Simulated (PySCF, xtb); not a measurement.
C₆H₁₆N₂, SMILES CN(C)CCN(C)C. One conformer was computed; it need not be the lowest.

Harmonic wavenumbers (cm⁻¹) from GFN2-xTB in xtb at its own minimum, in rising order: 61, 65, 92, 192, 223, 226, 236, 283, 319, 342, 361, 381, 439, 440, 602, 827, 835, 943, 1000, 1034, 1039, 1060, 1064, 1080, 1080, 1117, 1138, 1151, 1193, 1233, 1251, 1268, 1286, 1288, 1361, 1373, 1404, 1407, 1423, 1424, 1480, 1481, 1485, 1487, 1492, 1496, 1496, 1496, 1509, 1509, 2760, 2763, 2825, 2825, 2837, 2839, 2945, 2956, 3004, 3005, 3013, 3013, 3018, 3019, 3049, 3049.

Task: What does PySCF with B3LYP-D3(BJ)/def2-SVP give at its own minimum? (Estimate from the structure and the level; the computed values follow.)

Result: 86, 86, 116, 221, 256, 259, 264, 300, 313, 336, 358, 361, 441, 445, 632, 807, 815, 947, 981, 1069, 1071, 1072, 1087, 1110, 1117, 1128, 1166, 1173, 1222, 1276, 1292, 1308, 1324, 1341, 1396, 1422, 1424, 1426, 1448, 1452, 1458, 1462, 1465, 1465, 1474, 1479, 1484, 1487, 1495, 1497, 2875, 2884, 2893, 2893, 2905, 2908, 3041, 3054, 3054, 3057, 3073, 3074, 3106, 3106, 3134, 3134. Paired by order, the mean absolute difference is 37 cm⁻¹ and the zero-point energies are 136.4 and 139.1 kcal/mol.
